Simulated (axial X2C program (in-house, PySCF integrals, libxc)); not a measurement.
**What spin–orbit coupling does to RuSn**

All values were computed with an in-house all-electron X2C program for linear molecules (integrals from PySCF). Spin-free means the one-electron spin-free X2C Hamiltonian; two-component (2c) means X2C with spin–orbit coupling and atomic mean-field two-electron Coulomb and Gaunt terms, so the difference of the two also holds small scalar two-electron terms. Basis: Sn dyall-cv3z [11s12p9d4f1g], Ru dyall-cv3z [12s12p8d5f3g] (cores contracted in-house); Gaussian nuclei, density fitting, unrestricted open shells. Masses: Sn 119.902 u, Ru 101.904 u.

Spin-free state: M_S = 1, Λ = 2 (beyond evenly filled blocks: σα, δ+α, δ+β, δ-α); fragments Sn + Ru.

```json
{"level": "HF", "Re (Å)": "2.784", "ωe (cm⁻¹)": "152.5", "De (eV)": "0.551", "μ (D)": "2.54"}
{"level": "CCSD", "Re (Å)": "2.464", "ωe (cm⁻¹)": "235.8", "De (eV)": "1.758", "μ (D)": "n/a"}
{"level": "CCSD(T)", "Re (Å)": "2.457", "ωe (cm⁻¹)": "240.6", "De (eV)": "2.002", "μ (D)": "n/a"}
```

Correlated methods: 12 electrons correlated (number of frozen shells: Sn 4 s, 3 p, 2 d; Ru 4 s, 3 p, 1 d), 352 virtual spin orbitals or spinors in MP2, 90 natural virtuals in coupled cluster.

Dipoles are positive if Ru is the positive end.

Two-component determinant lowest at the distance of the search:

Ω = 3 (⟨Sz⟩ = 1.00, ⟨Lz⟩ = 2.00 at HF); fragments Sn + Ru.

| level | Re (Å) | ωe (cm⁻¹) | μ (D) |
| --- | --- | --- | --- |
| HF | 2.789 | 150.9 | 2.61 |
| CCSD | 2.462 | 236.5 | n/a |
| CCSD(T) | 2.453 | 242.3 | n/a |

Task: From the two tables, how do the constants change at the CCSD(T) level (2c against spin-free)?

Result: At the CCSD(T) level Re drops by 0.004 Å and ωe increases by 1.7 cm⁻¹.

The state is one determinant whose occupation by symmetry is held fixed; it was picked as the lowest of a PBE0 search that is not exhaustive. Dissociation energies refer to the lowest single-determinant-based atoms at the same level and basis. De is not given where an atomic determinant may have missed its ground term or J level, or where the truncated virtual space spoils (T). Coupled cluster ran in a truncated set of natural virtual spinors; the MP2 energy of the rest was added. (T) has no such correction and the atoms are truncated less, which lowers De at CCSD(T) by a hundredth of an eV or more. PBE0 can misorder states that lie within some tenths of an eV, so this need not be the ground state of the molecule. The nearest other spin-free determinant of the search, M_S = 1, Λ = 0, lies 0.14 eV up at the distance of the search. With several unpaired electrons one determinant need not be a pure state. The determinant is spin-polarised beyond a pure state at some levels (its spin-free form has ⟨S²⟩ too high), which makes Re and μ there less reliable. The T1 diagnostic is large, a sign of multireference character. With the outer-core shells frozen, correlated bond lengths of heavy atoms tend to come out a few hundredths of an ångström too long.
